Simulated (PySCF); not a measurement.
GeClBr, SMILES [Cl][Ge][Br] (connectivity only; charge and spin as stated), neutral, multiplicity 1.

Geometry: PBE-D3(BJ)/def2-TZVP.

These are TDA-CAM-B3LYP/def2-SVPD in PySCF values and carry that method's errors.

Vertical excitations. Gas-phase values at a fixed geometry. State labels are in the subgroup Cs.

```csv
state,symmetry,energy (eV),λ (nm),f,main pairs
S1,A",3.74,331,0.019,HOMO→LUMO 98 %
S2,A",4.14,299,0.001,HOMO−1→LUMO 99 %
S3,A',4.85,256,0.033,HOMO−2→LUMO 89 %
S4,A",5.51,225,0.009,HOMO−4→LUMO 98 %
S5,A',5.79,214,0.010,"HOMO−3→LUMO 71 %, HOMO→LUMO+1 19 %"
S6,A",6.23,199,0.001,HOMO−5→LUMO 98 %
S7,A',6.27,198,0.082,"HOMO→LUMO+1 44 %, HOMO−1→LUMO+1 34 %, HOMO−3→LUMO 9 %"
S8,A',6.45,192,0.118,"HOMO→LUMO+2 39 %, HOMO−1→LUMO+1 24 %, HOMO→LUMO+1 18 %, HOMO−3→LUMO 11 %"
S9,A",6.62,187,0.004,HOMO−2→LUMO+1 95 %
S10,A',6.89,180,0.099,"HOMO−1→LUMO+2 69 %, HOMO→LUMO+2 13 %"
T1,A",2.63,471,0,HOMO→LUMO 93 %
T2,A",4.00,310,0,HOMO−1→LUMO 96 %
T3,A',4.12,301,0,HOMO−2→LUMO 99 %
T4,A',4.97,249,0,HOMO−3→LUMO 98 %
```
Triplets are in the Tamm–Dancoff approximation.
